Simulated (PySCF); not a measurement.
**Orbital picture of LiSb⁺**

r²SCAN at R = 2.969 Å; Li def2-SVP, Sb def2-SVP with ECP28; scalar-relativistic core potentials (PySCF 2.14). State: ⁴Σ⁻ (quartet), unpaired electrons σ ↑, π ↑↑. Only the outer orbitals are listed, counted within each symmetry, core potentials removing the inner ones.

```tsv
spin	orbital	occ.	ε (eV)	on Li (%)	main shells (%)
α	5σ	1	-19.20	1	99 Sb s
α	6σ	1	-11.36	13	85 Sb p
α	3π	1	-10.55	2	98 Sb p
α	3π	1	-10.55	2	98 Sb p
α	7σ	0	-5.61	94	96 Li s
α	4π	0	-4.19	94	94 Li p
α	4π	0	-4.19	94	94 Li p
β	5σ	1	-16.64	1	98 Sb s
β	6σ	0	-8.45	13	85 Sb p
β	3π	0	-7.54	2	98 Sb p
β	3π	0	-7.54	2	98 Sb p
```

**Question.** Which are the highest filled and the lowest empty level, where do they sit, and how wide is the gap?

**Answer.** Highest filled α 3π at -10.55 eV (in %: 98 Sb p); lowest empty β 6σ at -8.45 eV (in %: 85 Sb p); the gap at r²SCAN is 2.10 eV.

```
bond order (Mayer)                                                                                                 : 0.33
⟨S²⟩                                                                                                               : 3.752
charge on Li (Mulliken, basis-dependent)                                                                           : 0.82
charge on Li (Löwdin, basis-dependent)                                                                             : 0.67
dipole moment (positive dipole points towards Sb; it is taken about the centre of mass and depends on that origin) : -10.48 D
```

Spin–orbit coupling is left out. The state is the lowest determinant that a PBE0 search found; another state may lie lower at other levels.
